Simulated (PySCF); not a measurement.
C3H7BF2O, SMILES C[C@@H](O)B(F)CF.

Geometry optimised at r2SCAN-D4/def2-SVP. The structure was generated by enumeration; whether it is a known compound was not checked. The values are those of a single conformer.

All values below come from PySCF 2.14.0 with TDA-PBE0/def2-SVPD.

Vertical excitations. Isolated molecule, no solvent.

Computed lowest excited states:
```
state  energy (eV)  λ (nm)      f                        main pairs
-----  -----------  ------  -----  --------------------------------
S1            6.13     202  0.001  HOMO−1→LUMO 49 %, HOMO→LUMO 49 %
S2            6.35     195  0.027  HOMO→LUMO 51 %, HOMO−1→LUMO 48 %
S3            7.00     177  0.007                  HOMO→LUMO+1 86 %
S4            7.58     163  0.002                HOMO−1→LUMO+1 92 %
S5            7.80     159  0.018                  HOMO−2→LUMO 93 %
S6            7.92     157  0.004                  HOMO→LUMO+2 77 %
T1            5.60     221      0  HOMO−1→LUMO 78 %, HOMO→LUMO 18 %
T2            6.07     204      0  HOMO→LUMO 80 %, HOMO−1→LUMO 18 %
```
Triplets are in the Tamm–Dancoff approximation.
